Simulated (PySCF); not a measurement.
## Potential energy of BeCd along the bond

Set-up: PySCF, scalar-relativistic core potentials, basis sets Be cc-pVDZ, Cd cc-pVDZ-PP with ECP28. Energies in eV from Be + Cd in their ground configurations at the same level. All curves are PBE0. state 1: ¹Σ⁺ (singlet), closed shell; state 2: triplet, unpaired electrons σ ↑, π ↑, a second solution, started from another occupation; state 3: Ms = 0 determinant of mixed spin (⟨S²⟩ near 1.0), unpaired electrons σ ↑, π ↓, a second solution, started from another occupation.

```csv
R (Å),state 1,state 2,state 3
2.607,-0.0391,1.3840,1.8484
2.728,-0.0852,1.4944,1.9905
2.849,-0.1084,1.6101,2.1446
2.940,-0.1158,1.6947,2.2623
3.031,-0.1173,1.7744,2.3784
3.122,-0.1148,1.8478,2.4906
3.243,-0.1076,1.9346,2.6311
3.395,-0.0954,2.0248,2.7875
3.577,-0.0795,2.1084,2.9429
3.819,-0.0600,2.1854,3.0959
```

Task: Put a parabola through the three lowest points of the state 1 curve and estimate Re, k and ωe (reduced mass 8.351 u; 1 eV/Å² = 0.16022 mdyn/Å; ωe = 1302.8·√(k/μ) cm⁻¹).

Result: Through R = 2.94, 3.031, 3.122 Å the second-order coefficient is 0.242 eV/Å², so Re ≈ 3.020 Å, k ≈ 0.0774 mdyn/Å and ωe ≈ 125 cm⁻¹. A polynomial fit of higher order to the unrounded PBE0 energies gives Re = 3.014 Å, k = 0.0824 mdyn/Å, ωe = 129 cm⁻¹; anharmonicity and rounding make the difference.

The higher-order fit for each curve: state 1: Re = 3.014 Å, ωe = 129 cm⁻¹, De = 0.117 eV. State 2 gave no clean fit. State 3 gave no clean fit.

Closed-shell solutions of metal pairs were not tested for spin polarisation, which can lower them a little. The bond is weak. Basis-set superposition, not corrected here, can be much of De in a small basis, most of all at correlated wavefunction levels. Functionals without a dispersion term scatter widely for such bonds, and LDA overbinds them.
